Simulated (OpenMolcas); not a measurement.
**BCl2F (dichlorofluoroborane): the vertical energy of the triplet above the singlet from total energies**

The species is BCl2F (4 atoms), meant as a singlet with charge 0. SMILES: `FB(Cl)Cl`. Geometry: relaxed at PBE0-D4/def2-TZVP.

Both states at this one shape; open shells run unrestricted unless said. 1 Eh = 27.2114 eV.

```tsv
level	program	singlet BCl2F (Eh)	triplet BCl2F (Eh)
HF/6-311+G**	OpenMolcas	-1043.320261	-1043.050673
BLYP/6-311+G**	OpenMolcas	-1045.272854	-1045.045501
TPSS/6-311+G**	OpenMolcas	-1045.344168	-1045.114393
M06-2X/6-311+G**	OpenMolcas	-1045.226229	-1044.970319
```

Task: Work out the vertical gap, second state less first, at each level.

Result: 
1. HF/6-311+G**: -1043.050673 − (-1043.320261) = 0.269588 Eh = 7.34 eV.
2. BLYP/6-311+G**: -1045.045501 − (-1045.272854) = 0.227353 Eh = 6.19 eV.
3. TPSS/6-311+G**: -1045.114393 − (-1045.344168) = 0.229775 Eh = 6.25 eV.
4. M06-2X/6-311+G**: -1044.970319 − (-1045.226229) = 0.255910 Eh = 6.96 eV.

No measured value is set beside it here; the levels span 6.19 to 7.34 eV.
